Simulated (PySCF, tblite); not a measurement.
Species: C5H6O3.
Bonds: O1–C2 (double), C2–O3, O3–C4, C4–C5 (double), C5–C6, C6–O7, O7–C8, C4–C8. Hydrogens: H9 on C2; H10 on C5; H11, H12 on C6; H13, H14 on C8.

Computed with GFN2-xTB (tblite), gas phase: nudged elastic band of 9 images (0 to 8), spring 0.2 eV/Å², climbing image at the end, force threshold 0.05 eV/Å. No saddle search or frequency run followed, so the top image need not be a first-order saddle, and its height can exceed the method's true barrier by a kcal/mol or more.

Path: rotation about C4–O3 (vinylic carbon bearing oxygen, ester single-bonded oxygen), followed by the dihedral C8–C4–O3–C2.

Image 0 (start, dihedral 180°):
```
atom  x, y, z in Å
O1      2.643    0.441    1.007
C2      2.511   -0.549    0.356
O3      1.404   -1.000   -0.226
C4      0.217   -0.316   -0.133
C5     -0.112    0.823    0.462
C6     -1.565    1.082    0.220
O7     -2.035   -0.014   -0.558
C8     -0.981   -0.917   -0.819
H9      3.320   -1.266    0.133
H10     0.511    1.485    1.029
H11    -1.728    2.018   -0.331
H12    -2.135    1.133    1.157
H13    -1.226   -1.909   -0.416
H14    -0.824   -1.012   -1.902
```

Image 8 (end, +0.028 eV, dihedral 1°):
```
atom  x, y, z in Å
O1      1.814   -2.186   -0.178
C2      2.327   -1.127    0.019
O3      1.743    0.059    0.145
C4      0.381    0.221    0.061
C5     -0.237    1.392    0.166
C6     -1.708    1.176    0.024
O7     -1.876   -0.223   -0.161
C8     -0.620   -0.880   -0.158
H9      3.414   -0.970    0.128
H10     0.203    2.356    0.326
H11    -2.121    1.713   -0.842
H12    -2.261    1.495    0.919
H13    -0.593   -1.630    0.642
H14    -0.466   -1.396   -1.115
```

**Question.** What do the inner images look like?

**Answer.** 
Image 1: +0.016 eV, dihedral -157°
```
atom  x, y, z in Å
O1      2.504    0.142    1.340
C2      2.483   -0.604    0.411
O3      1.462   -0.860   -0.404
C4      0.248   -0.238   -0.232
C5     -0.089    0.904    0.351
C6     -1.569    1.080    0.228
O7     -2.045   -0.073   -0.459
C8     -0.967   -0.920   -0.799
H9      3.333   -1.226    0.083
H10     0.542    1.616    0.843
H11    -1.832    1.980   -0.345
H12    -2.057    1.146    1.209
H13    -1.116   -1.915   -0.358
H14    -0.898   -1.032   -1.890
```

Image 2: +0.057 eV, dihedral -134°
```
atom  x, y, z in Å
O1      2.325   -0.277    1.544
C2      2.444   -0.687    0.432
O3      1.530   -0.675   -0.535
C4      0.281   -0.140   -0.300
C5     -0.088    0.999    0.265
C6     -1.581    1.085    0.229
O7     -2.027   -0.120   -0.384
C8     -0.923   -0.918   -0.756
H9      3.350   -1.168    0.027
H10     0.528    1.768    0.688
H11    -1.932    1.944   -0.361
H12    -2.013    1.164    1.235
H13    -0.980   -1.897   -0.262
H14    -0.915   -1.078   -1.844
```

Image 3: +0.101 eV, dihedral -111°
```
atom  x, y, z in Å
O1      2.145   -0.753    1.581
C2      2.400   -0.794    0.418
O3      1.599   -0.466   -0.593
C4      0.314   -0.031   -0.325
C5     -0.109    1.107    0.202
C6     -1.604    1.095    0.222
O7     -1.992   -0.164   -0.318
C8     -0.851   -0.908   -0.692
H9      3.358   -1.131   -0.011
H10     0.470    1.935    0.562
H11    -2.030    1.900   -0.394
H12    -2.005    1.195    1.239
H13    -0.824   -1.861   -0.145
H14    -0.871   -1.125   -1.769
```

Image 4 (top): +0.114 eV, dihedral -87°
```
atom  x, y, z in Å
O1      1.971   -1.221    1.456
C2      2.353   -0.910    0.372
O3      1.665   -0.261   -0.565
C4      0.346    0.075   -0.306
C5     -0.143    1.213    0.160
C6     -1.634    1.108    0.204
O7     -1.946   -0.200   -0.261
C8     -0.764   -0.894   -0.606
H9      3.359   -1.114   -0.030
H10     0.390    2.094    0.461
H11    -2.118    1.850   -0.447
H12    -2.026    1.238    1.222
H13    -0.674   -1.812   -0.009
H14    -0.780   -1.167   -1.671
```

Image 5: +0.089 eV, dihedral -64°
```
atom  x, y, z in Å
O1      1.826   -1.653    1.179
C2      2.314   -1.017    0.297
O3      1.719   -0.087   -0.447
C4      0.375    0.166   -0.243
C5     -0.181    1.306    0.136
C6     -1.665    1.124    0.172
O7     -1.901   -0.225   -0.215
C8     -0.678   -0.876   -0.500
H9      3.362   -1.096   -0.036
H10     0.302    2.230    0.384
H11    -2.182    1.798   -0.524
H12    -2.074    1.292    1.178
H13    -0.557   -1.755    0.147
H14    -0.660   -1.206   -1.550
```

Image 6: +0.058 eV, dihedral -42°
```
atom  x, y, z in Å
O1      1.773   -1.992    0.790
C2      2.305   -1.097    0.208
O3      1.747    0.020   -0.253
C4      0.388    0.218   -0.134
C5     -0.215    1.367    0.135
C6     -1.693    1.145    0.124
O7     -1.877   -0.229   -0.193
C8     -0.626   -0.864   -0.382
H9      3.380   -1.056   -0.032
H10     0.233    2.320    0.337
H11    -2.204    1.763   -0.627
H12    -2.144    1.357    1.104
H13    -0.521   -1.706    0.312
H14    -0.545   -1.246   -1.411
```

Image 7: +0.038 eV, dihedral -20°
```
atom  x, y, z in Å
O1      1.773   -2.177    0.316
C2      2.311   -1.132    0.111
O3      1.752    0.064   -0.048
C4      0.388    0.233   -0.027
C5     -0.233    1.393    0.149
C6     -1.708    1.164    0.073
O7     -1.870   -0.224   -0.186
C8     -0.610   -0.865   -0.264
H9      3.402   -0.998    0.026
H10     0.203    2.357    0.320
H11    -2.179    1.741   -0.734
H12    -2.210    1.422    1.016
H13    -0.547   -1.664    0.484
H14    -0.473   -1.314   -1.259
```

The largest changes of bonds and angles from start to top: O3–C4 1.374 → 1.385 Å, C4=C5 1.326 → 1.323 Å, O3–C4–C5 132.3 → 128.8°, O3–C4–C8 117.2 → 120.6°, C2–O3–C4 121.4 → 118.6°. GFN2-xTB torsional profiles can miss by a kcal/mol or more and can put conformers in the wrong order.

**Question.** What do single points at PBE0/pcSseg-1 (PySCF, no dispersion term) give on some images?

**Answer.** 
```json
{"image": "0", "GFN2-xTB E (eV)": "0.000", "DFT E (eV)": "0.000", "HOMO (eV)": "-6.93", "LUMO (eV)": "-0.67", "dipole (D)": "1.12"}
{"image": "2", "GFN2-xTB E (eV)": "0.057", "DFT E (eV)": "0.088", "HOMO (eV)": "-6.97", "LUMO (eV)": "-0.53", "dipole (D)": "1.51"}
{"image": "4", "GFN2-xTB E (eV)": "0.114", "DFT E (eV)": "0.112", "HOMO (eV)": "-7.05", "LUMO (eV)": "-0.20", "dipole (D)": "2.18"}
{"image": "6", "GFN2-xTB E (eV)": "0.058", "DFT E (eV)": "0.080", "HOMO (eV)": "-6.90", "LUMO (eV)": "-0.65", "dipole (D)": "2.66"}
{"image": "8", "GFN2-xTB E (eV)": "0.028", "DFT E (eV)": "0.059", "HOMO (eV)": "-6.82", "LUMO (eV)": "-0.69", "dipole (D)": "2.79"}
```

Energies count from image 0 at each level. At the GFN2-xTB top the DFT energy is 2.6 kcal/mol against 2.6; the geometries weren't optimised at the DFT level.

The cost below is that of the whole band run. Hardware: an Intel Xeon Platinum 8259CL at 2.50 GHz with one thread, shared host. Cost: 5.1 s, 0.18 GiB resident at most.
